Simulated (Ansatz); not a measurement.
Input for Ansatz (a program for electronic structure): R-CCSD(T)/aug-cc-pVDZ on HF (SMILES F) with ghost functions, monomers drawn apart or pushed together.

Ansatz 0.2 input:
```yaml
crystal:
  periodic: [false, false, false]
  atoms:
    - {symbol: F, position_ang: [0.39188062, -0.76984146, -0.41880109]}
    - {symbol: H, position_ang: [0.33146659, -0.43536347, 0.45414705]}
basis:
  gaussian:
    orbitals: aug-cc-pVDZ
    ghost_atoms:
      - {symbol: As, position_ang: [0.19429502, 0.33621814, 2.46195343]}
      - {symbol: H, position_ang: [1.37100238, 0.99501409, 3.15837974]}
      - {symbol: H, position_ang: [-0.15623747, -0.54473933, 3.64715340]}
      - {symbol: H, position_ang: [-0.78627455, 1.43003362, 2.84366756]}
magnetization: {spin_polarized: false}
correlation: {method: ccsd_t, electrons: outside_noble_gas}
scf: {lower_state_search: off}
```

Output:

```
Functional definition: HF
[...]
these checks for a lower state are left out or cut short: stability, starts, cluster_reference, orbital_swaps, neighbouring_geometries, increment
integrals: 0.09 GiB planned
741 factors; integrals over basis functions are off by at most 1.0e-3 eV
mean field: 0.12 GiB planned
mean field evaluation 1: about -2721.0420 eV, gradient 2.4e1 eV
mean field evaluation 2: about -2721.0419 eV, gradient 2.4e1 eV
mean field evaluation 4: about -2722.0158 eV, gradient 1.2e0 eV
mean field evaluation 8: about -2722.0207 eV, gradient 5.3e-5 eV
mean field -2722.02065632 eV, -100.0324140680 hartree, gradient 1.2e-6 eV, S^2 0.000000; 0 other end points of the search recorded, 0 dependent functions left out
1 core orbitals not correlated
reference -2722.02065632 eV, -100.0324140680 hartree; 4, 4 occupied and 90, 90 virtual orbitals, 741 factors
second order -6.09212886 eV of doubles, -0.00000000 eV of singles
coupled cluster: 0.31 GiB planned
cycle   1  -6.05227908 eV  change    4.0e-2 eV  update   5.3e-2
cycle   2  -6.16322575 eV  change   -1.1e-1 eV  update   1.3e-2
cycle   3  -6.19325974 eV  change   -3.0e-2 eV  update   6.5e-3
cycle   4  -6.19088728 eV  change    2.4e-3 eV  update   9.2e-4
cycle   5  -6.19027467 eV  change    6.1e-4 eV  update   3.5e-4
cycle   6  -6.19037840 eV  change   -1.0e-4 eV  update   8.3e-5
cycle   7  -6.19038155 eV  change   -3.1e-6 eV  update   2.9e-5
cycle   8  -6.19036763 eV  change    1.4e-5 eV  update   8.4e-6
cycle   9  -6.19036448 eV  change    3.1e-6 eV  update   2.3e-6
perturbative correction -0.11815718 eV, -0.0043421964 hartree
Total energy: -2728.32917799 eV, -100.2642479631 hartree
Checks for a lower state left out: stability, starts, cluster_reference, orbital_swaps, neighbouring_geometries, increment
```

Self-consistency was reached.

Cost: roughly 2.4 core-seconds.
